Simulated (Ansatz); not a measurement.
Ansatz results at the PBE0-D4/def2-TZVP geometry: HOMO–LUMO gap (PBE/def2-TZVPP) 5.74 eV; HOMO energy (PBE0/def2-TZVPP) -7.99 eV; HOMO energy (PBE/def2-TZVPP) -6.48 eV.

Each molecule was computed in one conformer, which needn't be the lowest.

Task: Which molecule gave them?
A. `C[O][GeH]([NH2])[Cl]`
B. `O=C=[N][GeH]([Cl])[Cl]`
C. `[OH][GeH]([OH])[F]`
D. `[OH][GeH]([GeH3])[GeH3]`

Result: A. The others give `[OH][GeH]([OH])[F]`: 6.75, -9.41, -7.66; `O=C=[N][GeH]([Cl])[Cl]`: 5.42, -9.12, -7.69; `[OH][GeH]([GeH3])[GeH3]`: 5.02, -7.50, -6.33.
